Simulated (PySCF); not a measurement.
C₄H₅F₃GaN.
Geometry (PBE0-D3(BJ)/def2-SVP, Å), atoms numbered from 1 in this order:
```xyz
14
C4H5F3GaN angstrom
C      2.8892    0.9717    0.4629
C      1.8938   -0.0138    0.1105
N      1.0802   -0.7815   -0.1633
Ga    -0.8652   -1.5723   -0.3211
C     -1.6124    0.0821    0.5409
F     -0.7765    1.0454    1.0120
C     -2.9147    0.3083    0.7009
F     -3.8270   -0.5510    0.2868
F     -3.4734    1.3556    1.2642
H      3.4349    0.6493    1.3608
H      2.3799    1.9242    0.6705
H      3.5983    1.1074   -0.3658
H     -1.0472   -1.6916   -1.8770
H     -0.7669   -2.8489    0.5899
```

Computed with PySCF at CAM-B3LYP/def2-SVPD, non-relativistic, on one gas-phase PBE0-D3(BJ)/def2-SVP geometry that isn't relaxed in the solvent. The solvent is an IEF-PCM continuum (van der Waals radii × 1.2), and excitations are vertical TDDFT with non-equilibrium linear response and a frozen core. Only the electrostatic response of the medium enters. Spin–orbit coupling is left out although an atom past zinc is present.

Gas-phase singlets (H = HOMO, L = LUMO):

```json
{"state": "S1", "E (eV)": "5.566", "λ (nm)": "223", "f": "0.001", "leading configuration": "H→L 77%"}
{"state": "S2", "E (eV)": "6.069", "λ (nm)": "204", "f": "0.011", "leading configuration": "H→L+2 72%"}
{"state": "S3", "E (eV)": "6.089", "λ (nm)": "204", "f": "0.006", "leading configuration": "H→L+1 48%"}
{"state": "S4", "E (eV)": "6.384", "λ (nm)": "194", "f": "0.003", "leading configuration": "H→L+4 56%"}
{"state": "S5", "E (eV)": "6.757", "λ (nm)": "183", "f": "0.003", "leading configuration": "H-1→L 74%"}
```

Question: Give the list for cyclohexane (ε = 2.017), n² = 2.04.

Answer: 
```tsv
state	E (eV)	λ (nm)	f	leading configuration	change by rank (eV)
S1	5.782	214	0.001	H→L 61%	+0.216
S2	6.318	196	0.000	H→L+1 37%	+0.249
S3	6.454	192	0.010	H→L+3 43%	+0.365
S4	6.500	191	0.042	H→L+2 96%	+0.116
S5	7.017	177	0.027	H-1→L 59%	+0.260
```

Question: The ground-state energy changes by -0.180 eV from gas to cyclohexane. By how much does the total energy of gas-phase S1 change?

Answer: E(S1) = E(S0) + excitation energy, so it changes by -0.180 + 0.216 = +0.036 eV: it isn't lowered at all, while the ground state is. This is the vertical state, with the slow part of the continuum still set for S0.

Question: How do the frontier levels move from gas to cyclohexane?

Answer: 
| orbital | gas (eV) | solvent (eV) | change (eV) | Löwdin shares, gas | Löwdin shares, solvent |
| --- | --- | --- | --- | --- | --- |
| LUMO+2 | 0.39 | 0.70 | +0.31 | N3 34 %, C2 33 %, C1 14 %, H10 7 % | N3 33 %, C2 33 %, C1 13 %, H10 8 % |
| LUMO+1 | 0.35 | 0.67 | +0.32 | C1 27 %, C2 23 %, Ga4 13 %, H12 12 % | Ga4 25 %, C2 21 %, C1 20 %, H12 8 % |
| LUMO | 0.23 | 0.52 | +0.29 | C2 30 %, N3 28 %, C1 16 %, H11 10 % | C2 31 %, N3 29 %, C1 13 %, H11 8 % |
| HOMO | -7.99 | -8.14 | -0.15 | C5 28 %, C7 26 %, F6 11 %, F8 9 % | C5 28 %, C7 26 %, F6 11 %, F8 10 % |
| HOMO-1 | -9.40 | -9.54 | -0.14 | Ga4 34 %, H13 22 %, H14 22 %, C5 8 % | Ga4 34 %, H13 22 %, H14 22 %, C5 8 % |
| HOMO-2 | -9.61 | -9.74 | -0.13 | C5 28 %, Ga4 27 %, F6 15 %, H14 10 % | C5 28 %, Ga4 27 %, F6 15 %, H13 10 % |
| HOMO-3 | -12.13 | -12.19 | -0.06 | Ga4 28 %, N3 15 %, H14 13 %, H13 13 % | Ga4 26 %, N3 19 %, H14 12 %, H13 12 % |

The HOMO–LUMO gap goes from 8.22 to 8.66 eV.

The run took 68 s of wall time on one thread of an Arm Neoverse V2 (shared host), and the process peaked at 1.3 GiB of memory. This is the whole response run at CAM-B3LYP/def2-SVPD in cyclohexane, SCF included.
